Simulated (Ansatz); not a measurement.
System: CuH, charge 0, multiplicity 1. 
Geometry from a B3LYP-D3(BJ)/def2-TZVP (Ansatz, an electronic-structure program) optimisation:
```
Cu
H 1 1.4831
```

Wanted: atomisation energy (electronic, to ground-state atoms), in kJ/mol. Valence correlation only, unless marked. UHF or UKS for open shells. No spin-orbit coupling. Frozen are the shells of the preceding noble gas and the d and f shells that filled before the atom's block. Non-relativistic. FCI takes restricted orbitals. The coupled-cluster limit lacks core correlation, which all-electron functionals hold. CBS(X,Y): correlation extrapolated as X^-3; Hartree-Fock from the larger set.

The T1 diagnostic of CCSD in the largest basis is 0.040, which is high, so the coupled-cluster rows are less sure than usual.

| level | program | atomisation energy (kJ/mol) |
|---|---|---|
| r2SCAN-D3(BJ)/def2-TZVPD | Ansatz + dftd3 | 268.2 |
| wB97X-V/def2-TZVPD | Ansatz | ? |
| PBE-QIDH/def2-TZVPD | Ansatz | 239.1 |
| SCS-MP2/6-31G* | Ansatz | 195.8 |
| SCS-MP2/def2-TZVPP | Ansatz | 255.9 |
| SCS-MP2/def2-TZVPPD | Ansatz | 257.8 |
| CCSD/def2-TZVPPD | Ansatz | ? |
| FCI/STO-3G | Ansatz | 229.5 |
| CCSD(T)/CBS(def2-TZVPPD,def2-QZVPPD) | Ansatz | 258.9 |

Q: What belongs in the gaps?

A: 
- wB97X-V/def2-TZVPD, atomisation energy (kJ/mol): 260.5
- CCSD/def2-TZVPPD, atomisation energy (kJ/mol): 252.0
